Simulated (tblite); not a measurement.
Compound: C8H13Ga.
Numbering: `[CH2:1]=[CH:2][C:3]1=[CH:4][CH2:5][CH2:6][C@H:7]1[CH2:8][GaH2:9]` (hydrogens: H10, H11 on C1; H12 on C2; H13 on C4; H14, H15 on C5; H16, H17 on C6; H18 on C7; H19, H20 on C8; H21, H22 on Ga9)

Computed with GFN2-xTB (tblite), gas phase: L-BFGS steps from a force-field or distance-geometry start until the largest atomic force falls under 0.01 eV/Å.

Step 231: E = -677.2740 eV
```
atom  x, y, z in Å  |  force x, y, z in eV/Å
C1     -1.3635    1.6949    1.4105    0.022   0.021   0.034
C2     -1.6055    0.7785    0.4505    0.011   0.026   0.012
C3     -0.7634   -0.3619    0.1891    0.015   0.012   0.005
C4     -1.1236   -1.4841   -0.4385    0.006  -0.017  -0.010
C5     -0.0184   -2.4805   -0.5167    0.036  -0.021  -0.003
C6      1.1823   -1.7813    0.1524    0.020  -0.015   0.006
C7      0.7043   -0.3635    0.5469    0.012  -0.018   0.004
C8      1.4090    0.7578   -0.2433   -0.019  -0.016  -0.020
Ga9     0.3760    2.5027   -0.1074    0.002   0.003   0.007
H10    -0.5952    1.5335    2.1588    0.001   0.003  -0.004
H11    -2.0598    2.4997    1.6038   -0.008  -0.009   0.006
H12    -2.4891    0.8777   -0.1718   -0.015  -0.001  -0.008
H13    -2.1058   -1.7011   -0.8241   -0.020  -0.006   0.008
H14    -0.2973   -3.4003    0.0047    0.015   0.006  -0.012
H15     0.1841   -2.7527   -1.5555    0.008   0.010   0.001
H16     2.0274   -1.7202   -0.5334   -0.019   0.002   0.000
H17     1.5185   -2.3386    1.0278   -0.059   0.024  -0.002
H18     0.8457   -0.1925    1.6199   -0.002  -0.006  -0.002
H19     2.4607    0.8133    0.0641   -0.004  -0.008   0.035
H20     1.4168    0.4613   -1.3027    0.024  -0.013  -0.040
H21     0.6919    3.6374    0.9226   -0.009   0.012  -0.003
H22    -0.4055    3.0393   -1.3467   -0.016   0.012  -0.014
```

Step 232: E = -677.2744 eV
```
atom  x, y, z in Å  |  force x, y, z in eV/Å
C1     -1.3636    1.6945    1.4122    0.027   0.020   0.023
C2     -1.6040    0.7804    0.4495   -0.007   0.015   0.013
C3     -0.7630   -0.3610    0.1883    0.010  -0.016  -0.011
C4     -1.1240   -1.4845   -0.4373    0.015   0.005   0.002
C5     -0.0186   -2.4809   -0.5161    0.025  -0.011  -0.005
C6      1.1823   -1.7818    0.1520    0.009  -0.002   0.005
C7      0.7043   -0.3634    0.5460    0.022  -0.022   0.007
C8      1.4104    0.7580   -0.2429   -0.041  -0.010  -0.039
Ga9     0.3741    2.5033   -0.1097    0.011  -0.012   0.003
H10    -0.5946    1.5320    2.1596   -0.002   0.006  -0.004
H11    -2.0599    2.4991    1.6061   -0.008  -0.008   0.007
H12    -2.4879    0.8792   -0.1729   -0.007   0.004  -0.003
H13    -2.1061   -1.7023   -0.8219   -0.027  -0.005   0.006
H14    -0.2965   -3.4013    0.0040    0.009  -0.001  -0.003
H15     0.1823   -2.7521   -1.5552    0.013   0.008  -0.008
H16     2.0259   -1.7216   -0.5355   -0.011   0.005   0.007
H17     1.5181   -2.3384    1.0277   -0.051   0.022  -0.002
H18     0.8442   -0.1933    1.6197    0.003  -0.004  -0.011
H19     2.4602    0.8148    0.0682    0.013  -0.004   0.039
H20     1.4229    0.4615   -1.3029    0.019  -0.011  -0.018
H21     0.6906    3.6365    0.9219   -0.011   0.015  -0.005
H22    -0.4075    3.0406   -1.3498   -0.011   0.007  -0.005
```

**Question.** Estimate the geometry and energy of step 233. (The exact step hangs on the optimiser's Hessian estimate; all steps are aligned on step 232, rigid shifts and turns removed.)

**Answer.** E = -677.2750 eV, largest force 0.053 eV/Å
```
atom  x, y, z in Å  |  force x, y, z in eV/Å
C1     -1.3648    1.6946    1.4164    0.027   0.013  -0.009
C2     -1.6025    0.7834    0.4502   -0.016  -0.013   0.019
C3     -0.7625   -0.3594    0.1880    0.006  -0.008  -0.008
C4     -1.1241   -1.4836   -0.4355    0.007  -0.006  -0.001
C5     -0.0183   -2.4797   -0.5175    0.019   0.008  -0.012
C6      1.1824   -1.7821    0.1530   -0.007  -0.005  -0.001
C7      0.7047   -0.3631    0.5453    0.029  -0.012   0.006
C8      1.4120    0.7572   -0.2442   -0.009   0.005  -0.011
Ga9     0.3721    2.5016   -0.1152    0.016  -0.028   0.001
H10    -0.5940    1.5329    2.1615    0.001   0.005   0.003
H11    -2.0620    2.4982    1.6107   -0.006  -0.008   0.009
H12    -2.4878    0.8792   -0.1714    0.001   0.016   0.003
H13    -2.1066   -1.7032   -0.8183   -0.029  -0.001   0.005
H14    -0.2940   -3.4027   -0.0023    0.000  -0.011   0.006
H15     0.1809   -2.7450   -1.5586    0.021   0.007  -0.003
H16     2.0260   -1.7240   -0.5352   -0.007   0.004   0.035
H17     1.5132   -2.3377    1.0317   -0.040   0.023  -0.026
H18     0.8421   -0.1926    1.6195    0.014  -0.001  -0.023
H19     2.4611    0.8161    0.0728   -0.012   0.002   0.033
H20     1.4326    0.4591   -1.3030    0.006  -0.021  -0.025
H21     0.6908    3.6317    0.9181   -0.014   0.024  -0.005
H22    -0.4119    3.0381   -1.3551   -0.007   0.005   0.004
```

The energy changes by -0.0006 eV. The first-order estimate −F·Δx gives -0.0009 eV and the mean of the old and new forces, exact on a quadratic surface, -0.0006 eV. The step makes an angle of 72° with the force vector and moves no atom by more than 0.010 Å.

The cost below is that of the whole relaxation. On an Arm Neoverse V1 with one thread, on a shared host, this took 2.5 s.
